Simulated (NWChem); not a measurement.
Ionisation of CClF

```xyz
3

F      0.2527    -1.4738     0.0000
C     -0.6854    -0.5857     0.0000
Cl     0.1081     0.9870     0.0000
```
Charge 0, spin multiplicity 1.

All runs are NWChem calculations. All single points use one geometry, from B3LYP/def2-SVP, a minimum by its harmonic frequencies.

Basis set: def2-TZVPD. −ε marks an orbital energy of the parent.

The correlated methods keep 7 core orbitals frozen. B3LYP has NWChem's definition, with VWN1-RPA local correlation. The structure started from a generated list of species.

**Question.** Order these methods by the first vertical ionisation energy they give, lowest first: −ε(HOMO) of LDA (SVWN5), −ε(HOMO) of B3LYP, −ε(HOMO) of BHandHLYP, −ε(HOMO) of HF, −ε(HOMO) of PBE.

**Answer.** −ε(HOMO) of PBE (6.76 eV), −ε(HOMO) of LDA (SVWN5) (6.84 eV), −ε(HOMO) of B3LYP (8.01 eV), −ε(HOMO) of BHandHLYP (9.63 eV), −ε(HOMO) of HF (11.78 eV)
